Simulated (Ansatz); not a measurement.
A run for Ansatz (a program for electronic structure): R-B3LYP/def2-TZVPP on C2H6BN (SMILES C=CBN), a point of a torsion scan.

Ansatz 0.2 input:
```yaml
crystal:
  periodic: [false, false, false]
  atoms:
    - {symbol: C, position_ang: [1.35462499, 0.49051804, 0.34261162]}
    - {symbol: C, position_ang: [0.78348114, -0.61722875, -0.12293117]}
    - {symbol: B, position_ang: [-0.73738771, -0.73248714, -0.43497626]}
    - {symbol: N, position_ang: [-1.64640313, 0.28057359, -0.00613789]}
    - {symbol: H, position_ang: [0.75770756, 1.34228456, 0.62580419]}
    - {symbol: H, position_ang: [2.42454481, 0.60660895, 0.43574241]}
    - {symbol: H, position_ang: [1.43708791, -1.43945719, -0.39767008]}
    - {symbol: H, position_ang: [-1.04040182, -1.40669361, -1.35937378]}
    - {symbol: H, position_ang: [-2.08663938, 0.25099673, 0.89881159]}
    - {symbol: H, position_ang: [-2.42689205, 0.36847882, -0.65205717]}
basis:
  gaussian:
    orbitals: def2-TZVPP
hamiltonian:
  xc: {name: B3LYP}
scf: {lower_state_search: off}
```

The head of its log:

```
WARN ansatz: RAYON_NUM_THREADS=1 ignored (pool sized by the plan → 1); use --threads N
Functional definition: B3LYP
these checks for a lower state are left out or cut short: stability, starts, cluster_reference, orbital_swaps, neighbouring_geometries, increment
integrals: 0.09 GiB planned
1038 factors; their error is unknown
mean field: 0.95 GiB planned
mean field evaluation 1: about -4328.1472 eV, gradient 7.5e1 eV
mean field evaluation 2: about -4314.3086 eV, gradient 1.0e2 eV
```

Predict the final total energy.

-159.4941 hartree.
